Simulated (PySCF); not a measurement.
# Mayer bond orders and bond lengths

Species: C3H15PSSi3.
Atom-mapped SMILES: `[CH3:1][S:2][Si@@H:3]([CH3:4])[C@H:5]([SiH3:6])[SiH2:7][PH2:8]` (hydrogens: H9, H10, H11 on C1; H12 on Si3; H13, H14, H15 on C4; H16 on C5; H17, H18, H19 on Si6; H20, H21 on Si7; H22, H23 on P8)

Structure used (GFN2-xTB), in Å, numbered top down from 1:
```xyz
23
C3H15PSSi3 angstrom
C      2.8797    1.4000    1.2655
S      1.3759    0.4665    1.6882
Si     0.6798   -0.0135   -0.3026
C      1.9998   -1.0447   -1.1997
C     -0.9474   -0.9723   -0.1387
Si    -1.7965   -1.1371   -1.8353
Si    -2.1225   -0.2692    1.1909
P     -2.4928    1.8831    0.6988
H      2.6305    2.1964    0.5713
H      3.2619    1.8188    2.1903
H      3.6145    0.7306    0.8301
H      0.5081    1.2865   -0.9651
H      2.9221   -0.4879   -1.3389
H      1.6466   -1.3465   -2.1802
H      2.2409   -1.9458   -0.6408
H     -0.6984   -1.9840    0.1904
H     -2.1523    0.1809   -2.3546
H     -0.8725   -1.7831   -2.7745
H     -2.9888   -1.9766   -1.7033
H     -1.5643   -0.4768    2.5317
H     -3.4189   -0.9599    1.1253
H     -1.3866    2.3539    1.3804
H     -3.3236    2.1074    1.7809
```

Bond orders from the PBE0/pcSseg-1 density (PySCF). The structure is a single GFN2-xTB conformer in the gas phase; no vibrational or solvent corrections.

Task: How far do the computed orders between heavy atoms stray from the drawn ones?

Result: The largest departure is 0.138, at C5–Si7 (drawn single, 0.862). Drawn single, order below 0.88: Si3–C5 (0.879), C5–Si6 (0.878) and C5–Si7 (0.862).

Task: Set the Mayer orders of the bonds beside their lengths.

Result: 
| bond | drawn as | length (Å) | Mayer order |
| --- | --- | --- | --- |
| C1–S2 | single | 1.820 | 0.997 |
| S2–Si3 | single | 2.163 | 0.967 |
| Si3–C4 | single | 1.900 | 0.957 |
| Si3–C5 | single | 1.896 | 0.879 |
| C5–Si6 | single | 1.904 | 0.878 |
| C5–Si7 | single | 1.909 | 0.862 |
| Si7–P8 | single | 2.239 | 1.030 |
| C1–H9 | single | 1.086 | 0.947 |
| C1–H10 | single | 1.085 | 0.959 |
| C1–H11 | single | 1.085 | 0.947 |
| Si3–H12 | single | 1.469 | 0.933 |
| C4–H13 | single | 1.086 | 0.955 |
| C4–H14 | single | 1.085 | 0.950 |
| C4–H15 | single | 1.087 | 0.951 |
| C5–H16 | single | 1.093 | 0.909 |
| Si6–H17 | single | 1.461 | 0.957 |
| Si6–H18 | single | 1.467 | 0.944 |
| Si6–H19 | single | 1.464 | 0.952 |
| Si7–H20 | single | 1.467 | 0.927 |
| Si7–H21 | single | 1.470 | 0.945 |
| P8–H22 | single | 1.382 | 0.924 |
| P8–H23 | single | 1.383 | 0.936 |

By pair of heavy elements: C–Si: lowest C5–Si7 (0.862, 1.909 Å), highest Si3–C4 (0.957, 1.900 Å); in 1 of the 6 pairs the longer bond (by over 0.003 Å) has the higher order (by 0.02 or more).

Task: Sum the orders of all bonds at each heavy atom with more than one neighbour and set the sums beside the valence in the SMILES.

Result: C1 3.850 (drawn 4), S2 1.964 (drawn 2), Si3 3.736 (drawn 4), C4 3.813 (drawn 4), C5 3.528 (drawn 4), Si6 3.731 (drawn 4), Si7 3.764 (drawn 4), P8 2.890 (drawn 3). Orders between atoms that aren't bonded are not in these sums.

The Mayer order sums products of elements of PS (density times overlap matrix) between the two atoms' basis functions, so it depends on the basis set.
